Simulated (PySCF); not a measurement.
# Excitation energy of Mn by level of theory

Mn [Ar] 3d5 4s2 (6S) → Mn [Ar] 3d5 4s1 4p1 (8P), as a difference of total energies. Computed with PySCF 2.14 in x2c-TZVPPall with one added diffuse shell each of s, p, d, f type (7s6p5d3f1g, 80 functions), with the spin-free X2C one-electron Hamiltonian (Gaussian nucleus). Correlated levels: valence: [Ar] frozen. The calculations carry no spin-orbit coupling.

Problem. Order these methods by the excitation energy they give, lowest first.
A. SCS-MP2 (valence)
B. UHF
C. MP2 (valence)
D. CCSD(T) (valence)

Solution. B (1.127 eV), C (1.939 eV), D (2.177 eV), A (2.269 eV).

Errors of the correlated levels include the incompleteness of this basis and the frozen core.

For comparison: 2.303 eV (measured; NIST levels, between the centres of gravity of the two terms).
